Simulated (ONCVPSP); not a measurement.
## Reading a pseudo-wave (iron)

Columns: radius, all-electron u(r) and pseudo u(r) of the 3s shell (level -98.09 eV) of iron in the configuration [Ne] 3s2 3p6 3d6 4s1.5; PBE, scalar-relativistic, ONCV scheme, ONCVPSP 4.0.1.

| r (bohr) | all-electron | pseudo |
| --- | --- | --- |
| 0.075 | 0.0132 | 0.1836 |
| 0.150 | -0.5981 | 0.3634 |
| 0.225 | -0.5758 | 0.5350 |
| 0.300 | -0.1774 | 0.6937 |
| 0.375 | 0.3042 | 0.8342 |
| 0.450 | 0.7158 | 0.9513 |
| 0.525 | 1.0049 | 1.0400 |
| 0.600 | 1.1719 | 1.0974 |
| 0.675 | 1.2370 | 1.1216 |
| 0.750 | 1.2282 | 1.1137 |
| 0.825 | 1.1701 | 1.0770 |
| 0.900 | 1.0826 | 1.0166 |
| 0.975 | 0.9802 | 0.9386 |
| 1.050 | 0.8732 | 0.8499 |
| 1.125 | 0.7681 | 0.7566 |
| 1.200 | 0.6690 | 0.6642 |
| 1.275 | 0.5780 | 0.5764 |
| 1.350 | 0.4962 | 0.4958 |
| 1.425 | 0.4237 | 0.4236 |
| 1.500 | 0.3602 | 0.3601 |
| 1.575 | 0.3051 | 0.3050 |
| 1.650 | 0.2575 | 0.2575 |
| 1.725 | 0.2169 | 0.2168 |
| 1.800 | 0.1822 | 0.1821 |
| 1.875 | 0.1527 | 0.1527 |
| 1.950 | 0.1278 | 0.1278 |

Q: How many radial nodes do the two functions have?

A: The all-electron 3s function has n − l − 1 = 2; the pseudo-wave has 0, since the states of the same l below it are removed with the core.

Q: At about which radius was the pseudo-wave matched?

A: 1.50 bohr. The columns agree to 0.0005 from 1.35 bohr on; several derivatives are matched, so the curves merge somewhat inside the radius.

Q: Is the pseudo-wave norm-conserving?

A: Yes: the ONCV scheme keeps the norm inside the radius equal to the all-electron one, which fixes the energy derivative of the logarithmic derivative at the level.
